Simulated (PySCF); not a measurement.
An unknown is described by computed data only.

Formula: C2H8Cl2Si2.

* 13C NMR: chemical shifts (computed TMS as zero) by class: 35.1 (1 C), -11.4 (1 C) ppm [GIAO PBE0/pcSseg-1]
* Triplet: lowest triplet excitation (Tamm–Dancoff): 5.89 eV [TDA CAM-B3LYP/def2-SVPD]
* UV, first state: lowest singlet excitation: 6.52 eV (190 nm, f = 0.010) [TDDFT CAM-B3LYP/def2-SVPD]
* Rotational structure: rotational constants A, B, C: 1.527, 0.982, 0.632 GHz [GFN2-xTB]
* Dipole: 1.06 D [CAM-B3LYP/def2-SVPD]
* Polarisability: 106.5 au [CAM-B3LYP/def2-SVPD]
* NMR, other nuclei: isotropic shieldings of nuclei other than C and H, by class: 359 (1 Si), 426 (1 Si), 942 (1 Cl), 995 (1 Cl) ppm [GIAO PBE0/pcSseg-1]

Electronic properties: PySCF, gas phase, density fitting. Levels stand in brackets. Isolated species at its GFN2-xTB geometry (one conformer only). Each NMR value is the plain mean over a class of atoms that symmetry, rotation or inversion makes alike.

Question: What is the compound? Reason from the data.

Answer: Numbering: `[CH3:1][SiH2:2][Si@H:3]([Cl:4])[CH2:5][Cl:6]`. Its formula, C2H8Cl2Si2, gives 0 degrees of unsaturation, so no ring and no π bond. 2 carbons fall into 2 classes; from least to most shielded: sp3 C–Cl carbon [C5] (35.1 ppm), Si-methyl carbon [C1] (-11.4 ppm). The other shieldings belong to: 359 ppm, chlorine-bound silicon [Si3]; 426 ppm, SiH2 silicon [Si2]; 942 ppm, alkyl chlorine [Cl6]; 995 ppm, silicon-bound chlorine [Cl4]. The optimised geometry has point group C1 and is an asymmetric top. Structure: `C[SiH2][Si@H](Cl)CCl`. The assignments are read from this structure; whether some other isomer fits the data as well wasn't checked. The mirror image fits equally.

Conformer computed: `[CH3:1][SiH2:2][Si@H:3]([Cl:4])[CH2:5][Cl:6]`: C1–Si2–Si3–Cl4 -60°, Si2–Si3–C5–Cl6 -58°.
